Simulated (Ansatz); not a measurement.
`[O]=[V]([OH])([F])[F]` + `Cl[CH2][ZnH]` → `[O]=[V]([F])([F])[Cl]` + `O[CH2][ZnH]` at 500 K and 1 bar (redistribution).

Computed with Ansatz on PBE0-D4/def2-TZVP structures; ΔE is electronic, products minus reactants. CCSD(T)/CBS is the MP2 limit (def2-TZVPP, def2-QZVPP) plus CCSD(T) − MP2 in def2-TZVPP, frozen cores. For V, Zn outer-core shells are correlated without core-valence functions, which leaves a few kJ/mol of doubt a bond. Scalar relativity is left out up to krypton. Each species was taken in one conformer, which may not be the lowest.

```json
{"species": "`[O]=[V]([OH])([F])[F]`", "CCSD(T)/CBS energy (Eh)": "-1294.15888", "H − E (kJ/mol)": "96.6", "S (J/(mol·K))": "372.0"}
{"species": "`Cl[CH2][ZnH]`", "CCSD(T)/CBS energy (Eh)": "-2277.98947", "H − E (kJ/mol)": "118.4", "S (J/(mol·K))": "339.9"}
{"species": "`[O]=[V]([F])([F])[Cl]`", "CCSD(T)/CBS energy (Eh)": "-1678.16404", "H − E (kJ/mol)": "62.3", "S (J/(mol·K))": "374.4"}
{"species": "`O[CH2][ZnH]`", "CCSD(T)/CBS energy (Eh)": "-1893.96502", "H − E (kJ/mol)": "155.5", "S (J/(mol·K))": "338.3"}
```

H − E and S are ideal-gas, rigid-rotor, harmonic terms from PBE0-D4/def2-TZVP, for one conformer and one mirror image of each species. 1 Eh = 2625.50 kJ/mol, R = 8.31446 J/(mol·K).

**Question.** By hand: ΔE, ΔH, ΔS and ΔG.

**Answer.** ΔE = (-1678.16404) + (-1893.96502) − (-1294.15888) − (-2277.98947) = 0.01929 Eh = 50.6 kJ/mol. Δ(H − E) = 62.3 + 155.5 − 96.6 − 118.4 = 2.8, so ΔH = 53.4 kJ/mol. ΔS = 374.4 + 338.3 − 372.0 − 339.9 = 0.8 J/(mol·K). ΔG = 53.4 − 500 × (0.8)/1000 = 53.0 kJ/mol.

**Question.** By hand: the equilibrium constant, and the temperature at which ΔG would vanish if ΔH and ΔS stayed fixed.

**Answer.** log₁₀ K = −ΔG/(RT ln 10) = -5.5. ΔG = 0 at ΔH/ΔS = 66750 K, far beyond where these terms or the molecules hold.

The number of gas molecules stays the same, so ΔS is small and ΔH decides. A doubt of 5 kJ/mol in ΔE shifts log₁₀ K by 0.5 here. Other conformers and mirror images would add mixing entropy, several J/(mol·K) or more a flexible species. These are equilibria of isolated gas molecules and say nothing of rates. Largest T1 diagnostic: 0.032 (customary marks: 0.02 for closed shells, 0.045 for open ones).
